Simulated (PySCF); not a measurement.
Isomers of [C6H8S]+ (charge +1 and doublet state), one GFN2-xTB conformer each. Single-point energies are computed at B3LYP/pcH-1 (PySCF, gas phase, no added dispersion term), electronic only. GFN2-xTB treats the open shell by occupation alone, and not every SCF solution was tested for stability.

```csv
SMILES,GFN2-xTB relative energy (kJ/mol)
C=C[S+]CC#CC,31.7
C=C([CH][CH2+])C(C)=S,0.0
```

Conformers: `[CH2:1]=[CH:2][S+:3][CH2:4][C:5]#[C:6][CH3:7]` (charge +1 and doublet state) with C1–C2–S3–C4 179°, C2–S3–C4–C5 -3°; `[CH2:1]=[C:2]([CH:3][CH2+:4])[C:5]([CH3:6])=[S:7]` (charge +1 and doublet state) with C1–C2–C3–C4 -32°, C2–C3–C4–H 177° and -3°, C1–C2–C5–C6 -139°.

Problem. What does B3LYP/pcH-1 give for the same structures?

Solution. 
```tsv
SMILES	B3LYP/pcH-1 E (Eh)	B3LYP/pcH-1 (kJ/mol)	GFN2-xTB (kJ/mol)	point group
C=C([CH][CH2+])C(C)=S	-631.31386	0.0	0.0	C1
C=C[S+]CC#CC	-631.28941	64.2	31.7	near Cs
```

Both levels put the same isomer lowest.
